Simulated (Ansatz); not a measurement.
Reactions of `N[CH2][ZnH]`.

Computed with Ansatz on PBE0-D4/def2-TZVP structures; ΔE is electronic, products minus reactants. CBS: MP2 limit from def2 TZ/QZ plus the TZ coupled-cluster correction, frozen cores. This one scheme is used for every species. For Zn outer-core shells are correlated without core-valence functions, which leaves a few kJ/mol of doubt a bond. Scalar relativity is left out up to krypton. One conformer a species, not always the lowest.

Task: Order these by ΔE at CCSD(T)/CBS, lowest first. (Estimate.)
A. `N[CH2][ZnH]` + `N=C(O)[SiH3]` → `N[CH2][Zn][SiH3]` + `N=CO`
B. `N[CH2][ZnH]` + `OC(F)F` → `FC(F)[O][ZnH]` + CH₃NH₂
C. `N[CH2][ZnH]` + `C[CH2][AlH2]` → `C[CH2][AlH][CH2]N` + `[ZnH2]`
D. `N[CH2][ZnH]` + `BOCO[SiH3]` → `[SiH3]O[CH2][ZnH]` + `BOCN`

Result: B (-114.0 kJ/mol), A (-30.6 kJ/mol), C (-16.3 kJ/mol), D (-4.2 kJ/mol).

Largest T1 diagnostic: 0.016, for `[ZnH2]`.
